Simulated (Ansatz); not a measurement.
Stepwise reaction of `F[Si](Cl)(Cl)O[SiH3]` with water, as a gas-phase model of exchange steps in deposition or etching. ΔE in kJ/mol.

Isolated molecules relaxed with PBE0-D4/def2-TZVP in Ansatz; ΔE leaves out vibrations. CCSD(T)/CBS adds triple-zeta CCSD(T) − MP2 to the extrapolated MP2 energy (def2 sets, frozen cores). This one scheme is used for every species. Functionals use def2-TZVPP. B3LYP here is the variant with VWN-RPA as its local correlation; programs differ in this. One conformer a species, not always the lowest.

```csv
step,reaction,PBE-D4,B3LYP-D4,ωB97M-V,CCSD(T)/CBS
1,`F[Si](Cl)(Cl)O[SiH3]` + H₂O → `O[Si](F)(Cl)O[SiH3]` + HCl,-7.0,-15.3,-14.7,-13.2
2,`O[Si](F)(Cl)O[SiH3]` + H₂O → `O[Si](O)(F)O[SiH3]` + HCl,-9.2,-17.7,-16.4,-15.6
```

Question: By hand: ΔE of the 2 steps together at CCSD(T)/CBS.

Answer: (-13.2) + (-15.6) = -28.8 kJ/mol, or -14.4 kJ/mol a step.

In ΔE the steps differ by no more than 2.4 kJ/mol. All are downhill at CCSD(T)/CBS. PBE-D4 differs from CCSD(T)/CBS by 6.2 to 6.4 kJ/mol a step. Only this route is followed, and other bonds may react first. Isolated molecules leave out the surface, adducts and barriers. Largest T1 diagnostic: 0.011.
